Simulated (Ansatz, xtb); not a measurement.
C5H4OSe: which of two isomers lies lower

Structure a is `O=c1cc[se]cc1`, a singlet and structure b is `O=Cc1ccc[se]1`, a singlet. Both are isolated molecules in the gas phase, relaxed with PBE0-D3(BJ)/def2-SVP; each stands in its lowest conformer found.

Problem. Estimate which is lower in electronic energy at CCSD(T)/def2-SVP + ΔMP2/def2-TZVPP, and by roughly how much.

Solution. The CCSD(T)/def2-SVP + ΔMP2/def2-TZVPP calculation puts structure b lower, by 6.3 kcal/mol.

How the difference moves with the method:

| level | geometry | E(b) − E(a) (kcal/mol) | departure from the last row (kcal/mol) | job, with rough time for the two |
| --- | --- | --- | --- | --- |
| GFN2-xTB | GFN2-xTB | −5.2 | +1.1 | optimisation, 0.15 s |
| HF/STO-3G | GFN2-xTB | −3.6 | +2.7 | single point, 0.54 s |
| r2SCAN-D4/def2-SVP | GFN2-xTB | −5.0 | +1.2 | single point, 4.9 s |
| PBE0-D3(BJ)/def2-SVP | PBE0-D3(BJ)/def2-SVP | −5.7 | +0.6 | optimisation, 30 s |
| HF/def2-SVP | PBE0-D3(BJ)/def2-SVP | −3.8 | +2.4 | part of the CCSD(T) run |
| MP2/def2-SVP | PBE0-D3(BJ)/def2-SVP | −10.7 | −4.4 | part of the CCSD(T) run |
| CCSD(T)/def2-SVP | PBE0-D3(BJ)/def2-SVP | −7.1 | −0.8 | single point |
| CCSD(T)/def2-SVP + ΔMP2/def2-TZVPP | PBE0-D3(BJ)/def2-SVP | −6.3 |  | single point, 84 s |

As drawn, b has 3 C∷C, 2 C∷Se in place of 1 C–C, 2 C=C, 2 C–Se (∷ is an aromatic bond). Structure a has a 6-membered ring, b a 5-membered ring (with an aromatic ring).

None of the levels shown reverses the order. The largest departure from CCSD(T)/def2-SVP + ΔMP2/def2-TZVPP is that of MP2/def2-SVP, 4.4 kcal/mol. The last row adds to CCSD(T) the change of the MP2 difference between the two basis sets, here +0.8 kcal/mol.

With thermal terms from frequencies at re-optimised GFN2-xTB minima (ideal gas, soft modes damped towards free rotors, one conformer each, 298.15 K, 1 atm): the zero-point term adds −0.3 kcal/mol; ΔH is −6.4 and ΔG −7.1 kcal/mol.

The correlated steps freeze 15 core orbitals; the filled d shell of Se is correlated, in a basis made for valence electrons. Codes used: Ansatz 0.2.0, xtb 6.7.1; the last row on 4 threads of Arm Neoverse V1 on a shared host.
